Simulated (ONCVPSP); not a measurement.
Configuration tests for Cr (Z = 24) (ONCV)

- Element: chromium (Cr)
- Generator: ONCVPSP 4.0.1
- Type: optimised norm-conserving Vanderbilt (ONCV)
- Functional: PBEsol
- Relativity: scalar-relativistic
- Frozen core: [Ne]
- Valence charge: 14
- Reference configuration: 3s2 3p6 3d5 4s1
- Partial waves: 3s+4s: rc 1.45 bohr, ncon 5, nbas 9, qcut 8.7 1/bohr, 2 projectors; 3p: rc 1.10 bohr, ncon 3, nbas 6, qcut 13.5 1/bohr, 2 projectors, debl 1.6 Ha; 3d: rc 1.35 bohr, ncon 3, nbas 8, qcut 13.5 1/bohr, 2 projectors, debl 3.5 Ha; f scattering state at 0.45 Ha: rc 1.15 bohr, ncon 3, nbas 8, qcut 9.6 1/bohr, 1 projector
- Local potential: polynomial inside 0.75 bohr (lpopt 5, dvloc0 1 Ha)
- Core correction: Teter function, fcfact 2, rcfact 1.1

In the p channel the program set the typed energies aside and used -1.666, 0.250 Ha.

Energies are relative to the spin-unpolarised reference configuration 3s2 3p6 3d5 4s1; without spin polarisation the order of configurations can differ from experiment. Not all tests gave a result: 1 of 4 tests not solved or not reliable.

| valence configuration | charge | ΔE all-electron (eV) | error AE − PS (meV) |
| --- | --- | --- | --- |
| 3s2 3p6 3d5 4s0 | +1 | 6.874 | +0.7 |
| 3s2 3p6 3d4 4s0 | +2 | 22.888 | -0.1 |
| 3s2 3p6 3d4 4s1 | +1 | 8.010 | +2.9 |

Levels in the configuration 3s2 3p6 3d4 4s1:

| level | all-electron (eV) | pseudo (eV) |
| --- | --- | --- |
| 3s | -85.668 | -85.673 |
| 3p | -57.100 | -57.105 |
| 3d | -13.830 | -13.823 |
| 4s | -11.406 | -11.408 |
